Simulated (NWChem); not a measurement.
Species: CH₃ClGeO, singlet; SMILES C[O][Ge][Cl]

```xyz
7

Ge     0.8296    -0.1226    -0.0004
Cl    -1.0187    -1.3617     0.0009
O      0.1335     1.5018    -0.0003
C     -1.1834     1.9872     0.0005
H     -1.9255     1.1719     0.0012
H     -1.3430     2.6159     0.8920
H     -1.3443     2.6154    -0.8911
```
Atoms are numbered in this order, from 1.

Level: PBE0/def2-SVP (NWChem), optimised geometry, unscaled harmonic frequencies. Low-valent species are run as closed-shell singlets; no triplet was tried in these runs.

```tsv
frequency (cm⁻¹)	IR intensity (km/mol)
91	0.0
165	5.4
170	13.7
309	2.4
381	82.8
603	72.2
1149	208.9
1171	2.1
1188	23.5
1456	9.7
1469	5.5
1473	3.2
3033	62.2
3129	23.3
3137	11.4
```

- zero-point energy: 27.0 kcal/mol
- thermal correction to the enthalpy at 298.15 K (with zero-point energy): 31.3 kcal/mol
- heat capacity Cv: 16.8 cal/(mol K)
- entropy at 298.15 K and 1 atm (symmetry number 1): 79.2 cal/(mol K)
- dipole moment: 1.16 D

Rigid rotor and harmonic oscillator; modes under 100 cm⁻¹ make the entropy uncertain.
